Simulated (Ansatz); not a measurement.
Relaxation of Cl3FH2Ti (7 atoms, charge 0, multiplicity 1), to a largest force component of 0.03 eV/Å in at most 50 steps.

Theory: RKS BLYP-D4/def2-SVP (Ansatz).

```xyz
7
Properties=species:S:1:pos:R:3
Ti -0.456 0.000 -0.475
F 0.065 0.000 2.508
Cl 1.714 0.000 -0.131
Cl -1.066 1.803 -1.534
Cl -1.066 -1.803 -1.534
H -1.618 0.000 0.765
H -0.868 0.000 2.463
```

Q: Where does it end, and by what steps?

A: The forces met the threshold. The force dipped under the threshold on the way, but the program's further checks kept it going. After 26 steps the energy has fallen by 2.269 eV; H6 moved furthest, 1.66 Å. Parted: Ti1–H6 (1.70 → 3.88 Å), F2–H7 (0.93 → 2.52 Å). Joined: Ti1–F2 (3.03 → 1.75 Å), H6–H7 (1.86 → 0.77 Å).

| step | energy less start (eV) | largest force component (eV/Å) | accepted |
| --- | --- | --- | --- |
| 0 | 0.0000 | 0.491 | yes |
| 1 | -0.0349 | 0.260 | yes |
| 2 | -0.0572 | 0.430 | yes |
| 3 | -0.0837 | 0.341 | yes |
| 4 | -0.1900 | 0.393 | yes |
| 5 | -0.1901 | 1.042 | yes |
| 6 | -0.2321 | 0.457 | yes |
| 7 | -0.2621 | 0.264 | yes |
| 8 | -0.4292 | 1.386 | yes |
| 9 | -1.1153 | 2.214 | yes |
| 10 | -1.6777 | 1.206 | yes |
| 11 | -1.9982 | 1.616 | yes |
| 12 | -2.1653 | 1.083 | yes |
| 13 | -2.2323 | 0.598 | yes |
| 14 | -2.2528 | 0.342 | yes |
| 15 | -2.2603 | 0.262 | yes |
| 16 | -2.2669 | 0.073 | yes |
| 17 | -2.2679 | 0.031 | yes |
| 18 | -2.2682 | 0.004 | yes |
| 19 | -2.2683 | 0.101 | yes |
| 20 | -2.2685 | 0.035 | yes |
| 21 | -2.2687 | 0.006 | yes |
| 22 | -2.2688 | 0.056 | yes |
| 23 | -2.2689 | 0.067 | yes |
| 24 | -2.2690 | 0.038 | yes |
| 25 | -2.2691 | 0.010 | yes |
| 26 | -2.2692 | 0.026 | yes |

```xyz
7
Properties=species:S:1:pos:R:3
Ti 0.356 0.001 -0.276
F 0.264 0.001 1.470
Cl 2.462 -0.002 -0.883
Cl -0.636 1.795 -1.046
Cl -0.637 -1.793 -1.046
H -2.916 -0.001 1.801
H -2.188 0.000 2.041
```

Whether the end is a true minimum wasn't checked by a vibrational analysis.

Run time: 41 s on 2 threads of Intel(R) Xeon(R) 6975P-C (Granite Rapids) (shared host), peak memory 0.19 GiB.
